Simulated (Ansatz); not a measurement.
Basis-set extrapolation for CH$_{5}$ClOSi (`O[SiH2]CCl`) (PBE0-D4/def2-TZVP geometry, frozen core, the Gaussian-basis code of Ansatz). Multiplicity 1, RHF reference.

|  | def2-TZVPP | def2-QZVPP |
| --- | --- | --- |
| HF | -864.200882 | -864.228663 |
| MP2 correlation | -0.729335 | -0.789875 |
| CCSD(T) correlation | -0.802879 | not run |

Energies in hartree. Use E(X) = E(∞) + A·exp(−7.88·√X) for Hartree–Fock and E(X) = E(∞) + B·X^(−2.97) for correlation, with X = 3 and 4, and add CCSD(T) minus MP2 of the smaller set to the MP2 limit.

What is the CCSD(T) energy at the basis-set limit?

HF limit: -864.228663 + (-0.027781) × 0.13774 = -864.23249. MP2 limit: -0.789875 + (-0.060540) × 0.74074 = -0.83472. Higher-order term: -0.802879 − (-0.729335) = -0.07354. Total: -865.14075 hartree, 359.7 kJ/mol below CCSD(T)/def2-TZVPP.
